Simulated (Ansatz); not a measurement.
Basis-set extrapolation for CH$_{8}$BNO$_{2}$Si (`COB(N)O[SiH3]`) (PBE0-D4/def2-TZVP geometry, frozen core, Ansatz 0.2.0). Multiplicity 1, RHF reference.

```tsv
	def2-TZVPP	def2-QZVPP
HF	-560.634511	-560.657382
MP2 correlation	-1.074452	-1.155292
CCSD(T) correlation	-1.161524	not run
```

Energies in hartree. Use E(X) = E(∞) + A·exp(−7.88·√X) for Hartree–Fock and E(X) = E(∞) + B·X^(−2.97) for correlation, with X = 3 and 4, and add CCSD(T) minus MP2 of the smaller set to the MP2 limit.

**Question.** What is the CCSD(T) energy at the basis-set limit?

**Answer.** HF limit: -560.657382 + (-0.022871) × 0.13774 = -560.66053. MP2 limit: -1.155292 + (-0.080840) × 0.74074 = -1.21517. Higher-order term: -1.161524 − (-1.074452) = -0.08707. Total: -561.96277 hartree, 437.8 kJ/mol below CCSD(T)/def2-TZVPP.
